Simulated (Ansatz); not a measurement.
The cluster GaO₂H⁺. Total charge 1; doublet. Geometry B3LYP-D4/def2-TZVP, that of the neutral singlet; atoms count from 1.

```tsv
atom	x (Å)	y (Å)	z (Å)
Ga1	-0.239	0.280	0.474
O2	-1.081	0.706	1.832
O3	0.710	-0.050	-0.969
H4	0.610	-0.936	-1.337
```

The structure comes from a short search, and lower isomers may exist.

**Question.** Estimate the Mulliken populations from the PBE0/def2-TZVP orbitals of Ansatz.

**Answer.** 
```json
{"atom": "Ga1", "charge (e)": "0.94", "spin (α − β)": "0.00"}
{"atom": "O2", "charge (e)": "0.00", "spin (α − β)": "0.98"}
{"atom": "O3", "charge (e)": "-0.33", "spin (α − β)": "0.02"}
{"atom": "H4", "charge (e)": "0.38", "spin (α − β)": "0.00"}
```
Mulliken values and Mayer orders depend strongly on the basis.

**Question.** Where does the spin sit?

**Answer.** Summed by element: Ga 0.00, O 1.01, H 0.00, of 1 unpaired in all. Largest on single atoms: O2 0.98, O3 0.02, Ga1 0.00.

**Question.** And the Mayer bond orders between bonded heavy atoms (over 0.3)?

**Answer.** Ga1–O2 1.42 (1.65 Å); Ga1–O3 1.43 (1.76 Å).
